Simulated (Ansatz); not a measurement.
Gas-phase electronic energies from Ansatz, PBE0-D4/def2-TZVP geometries. CBS: MP2 limit from def2 TZ/QZ plus the TZ coupled-cluster correction, frozen cores. This one scheme is used for every species. One conformer a species, not always the lowest.

Consider the substitution at a C–C bond: `CC1C=C1` + `CBNC` → `CBN(C)C` + `C1=CC1`.

```
  species  CCSD(T)/CBS(def2) energy (Eh)
`CC1C=C1`                     -155.72298
   `CBNC`                     -160.46148
`CBN(C)C`                     -199.71235
 `C1=CC1`                     -116.45901
```

(1) Work out ΔE.

Largest T1 diagnostic among the species: 0.012.

## Answers

(1) ΔE = (-199.71235) + (-116.45901) − (-155.72298) − (-160.46148) = 0.01310 Eh = +8.2 kcal/mol.

The D4 term adds −0.9 kcal/mol with B3LYP and −0.5 kcal/mol with PBE0; it sums over pairs of atoms, weighted by their polarisabilities, and B3LYP, whose exchange is more repulsive, gets the larger term. In def2-TZVPP, CCSD(T) changes the Hartree–Fock value by −1.8 kcal/mol (the triples alone add −0.3 kcal/mol) and MP2 by −1.4 kcal/mol. Leaving LDA and LC-ωPBE aside and taking each functional with its dispersion term where it has one, the values, not all of them listed here, spread over 1.0 kcal/mol, from BLYP-D4 to B97M-V. LDA lies −1.4 kcal/mol from PBE without D4.

B3LYP here is the variant with VWN-RPA as its local correlation; programs differ in this.
